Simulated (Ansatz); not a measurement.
Molecule: C2H9OSi2, net charge 0, doublet state. It need not be the lowest isomer of its formula. 
Geometry from a B3LYP-D3(BJ)/def2-TZVP (Ansatz, a program for electronic structure) optimisation:
```
O
Si 1 1.6444
Si 1 1.6452 2 147.26
H 2 1.4835 1 109.15 3 67.45
H 2 1.4843 4 108.45 1 118.90
H 3 1.4962 1 108.72 2 50.97
C 2 1.8621 4 110.51 5 121.37
H 7 1.0917 2 110.96 4 -179.66
H 7 1.0917 8 108.21 2 121.83
H 7 1.0928 8 108.10 9 116.85
C 3 1.8754 6 110.47 1 -118.70
H 11 1.0908 3 111.24 6 -178.54
H 11 1.0917 12 108.38 3 -121.59
H 11 1.0940 12 108.31 13 -117.47
```
Charge 0, spin multiplicity 2.

Quantity: atomisation energy (electronic, to ground-state atoms), in eV. Valence correlation only, unless marked. Open shells are spin-unrestricted. No spin-orbit coupling. Non-relativistic. The coupled-cluster limit lacks core correlation, which all-electron functionals hold. Basis-set limits of correlation are two-point, X^-3; Hartree-Fock from the larger set.

```
level                                        program  atomisation energy (eV)  minus last row
------------------------------------  --------------  -----------------------  --------------
PBE-D4/def2-TZVPD                     Ansatz + dftd4                    52.69            0.07
revPBE/def2-TZVPD                             Ansatz                    50.82           -1.80
BHLYP/def2-TZVPD                              Ansatz                    51.19           -1.43
LC-wPBE-D3(BJ)/def2-TZVPD             Ansatz + dftd3                    52.48           -0.14
LC-wPBE-D4/def2-TZVPD                 Ansatz + dftd4                    52.52           -0.10
B2GP-PLYP-D3(BJ)/def2-TZVPD           Ansatz + dftd3                    51.94           -0.68
MP2/cc-pV(D+d)Z                               Ansatz                    48.62           -4.00
MP2/cc-pV(Q+d)Z                               Ansatz                    52.52           -0.10
SCS-MP2/cc-pV(Q+d)Z                           Ansatz                    52.66            0.04
CCSD(T)/CBS(cc-pV(T+d)Z,cc-pV(Q+d)Z)          Ansatz                    52.62            0.00
```
